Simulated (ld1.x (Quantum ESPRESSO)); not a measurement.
**What one change does to a pseudopotential (selenium, TM)**

- Element: selenium
- Generator: ld1.x (Quantum ESPRESSO) 7.5
- Type: norm-conserving Troullier–Martins (Kleinman–Bylander form)
- Functional: PBE
- Relativity: scalar-relativistic
- Frozen core: [Ar]
- Valence charge: 16
- Reference configuration: 3d10 4s2 4p3 (charge +1)
- Partial waves: 4s (bound): rc 1.55 bohr; 3d (bound): rc 1.20 bohr; 4p (bound): rc 1.70 bohr
- Local potential: the p channel
- Core correction: a·sin(br)/r model core, default radius (core density twice the valence density)

All-electron outer shells of the reference configuration (PBE, scalar-relativistic, ld1.x):

```
shell  level (eV)  outermost node (bohr)  outermost maximum (bohr)
   3p     -163.48                   0.21                      0.50
   3d      -63.61                      –                      0.45
   4s      -26.86                   0.70                      1.49
   4p      -15.41                   0.74                      1.75
```

Change: wave 4p (bound): rc 1.70 bohr becomes 4p (bound): rc 2.32 bohr.

Cutoffs: the cutoffs (Ry, on a coarse ladder) from which the occupation-weighted sum of valence levels, in a spherical-Bessel basis at the reference potential, stays within 10 and 1 mRy of its value at 400 Ry; they do not see the model core or the augmentation charge, which bear on the density cutoff. Errors are all-electron minus pseudo energies relative to the spin-unpolarised reference configuration.

Q: How do hardness, ghosts and transferability respond?

A: Of the 5 tests that both files solve, the error grows in 4 and shrinks in 1 by more than 15 % and 0.3 meV (median size 3.6 → 6.8 meV); neither file shows a bound ghost.

| quantity | base | changed |
| --- | --- | --- |
| cutoff, loose | 230 Ry | 230 Ry |
| cutoff, tight | over 300 Ry | over 300 Ry |
| loose cutoff by channel (10 mRy a level) | s 21 Ry, d 180 Ry, p 15 Ry | s 21 Ry, d 180 Ry, p 8 Ry |
| bound ghosts | none | none |
| tests with a reliable result | 6 of 7 | 6 of 7 |
| error for 3d10 4s2 4p4, meV [ΔE -10.84 eV] | +2.7 | +4.7 |
| error for 3d10 4s2 4p2, meV [ΔE 20.35 eV] | -2.4 | -2.8 |
| error for 3d10 4s2 4p1, meV [ΔE 51.22 eV] | -8.5 | -23 |
| error for 3d9 4s2 4p5, meV [ΔE 40.83 eV] | -979 | -819 |
| error for 3d10 4s2 4p4.3, meV [ΔE -12.44 eV] | +3.6 | +6.8 |
